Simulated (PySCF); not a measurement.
C4H8OSi2.
Bonds: Si1–Si2, Si2–C3, C3–C4 (aromatic), C4–C5 (aromatic), C5–C6 (aromatic), C6–O7 (aromatic), C3–O7 (aromatic). Hydrogens: H8, H9, H10 on Si1; H11, H12 on Si2; H13 on C4; H14 on C5; H15 on C6.

NICS is the negative of the GIAO shielding at a point without a nucleus: at the ring centre (0) and 1 Å above and below it (1); zz is the component along the ring normal. Level: GIAO PBE0/pcSseg-1 (PySCF, non-relativistic, gas phase) on the GFN2-xTB geometry, one conformer.

Ring bond lengths (Å), with Mayer bond orders in brackets: C3–C4 1.368 (1.56), C4–C5 1.413 (1.27), C5–C6 1.361 (1.59), C6–O7 1.340 (1.10), O7–C3 1.357 (1.01).

Question: What do the NICS probes read (ppm)?

Answer: 
| ring | type | NICS(0) | NICS(1), two faces | NICS(1)zz, two faces | rms pucker (Å) | centre to ring atoms, mean (Å) |
| --- | --- | --- | --- | --- | --- | --- |
| C3–C4–C5–C6–O7 | 5-membered ring with O; formal bonds all aromatic | -11.8 | -10.8 / -10.7 | -27.6 / -27.7 | 0.00 | 1.16 |

Question: What do they say, and how far can they be read as aromaticity?

Answer: 
- C3–C4–C5–C6–O7: mean NICS(1)zz -27.7 ppm, shielded. The ring is flat and has no four-coordinate atom; by the NICS criterion it is aromatic.

Question: How equal are the bonds by HOMA? HOMA takes Krygowski's 1993 parameters.

Answer: 
- C3–C4–C5–C6–O7: HOMA 0.46; the largest term is that of O7–C3, α(R − Ropt)² = 1.34.

Question: What are the shieldings of the ring atoms and their hydrogens in the same run (means over atoms taken as equivalent)?

Answer: 
```tsv
atoms	environment	σ isotropic (ppm)
C3	substituted aromatic carbon	33.5
C4	aromatic CH carbon	57.0
C5	aromatic CH carbon	69.9
C6	aromatic CH next to a ring oxygen	32.4
O7	furan-type oxygen	12.7
H13	aromatic hydrogen	24.63
H14	aromatic hydrogen	25.04
H15	aromatic hydrogen	23.82
```

The values belong to the conformer `[SiH3:1][SiH2:2][c:3]1[cH:4][cH:5][cH:6][o:7]1`: Si1–Si2–C3–C4 -115°.
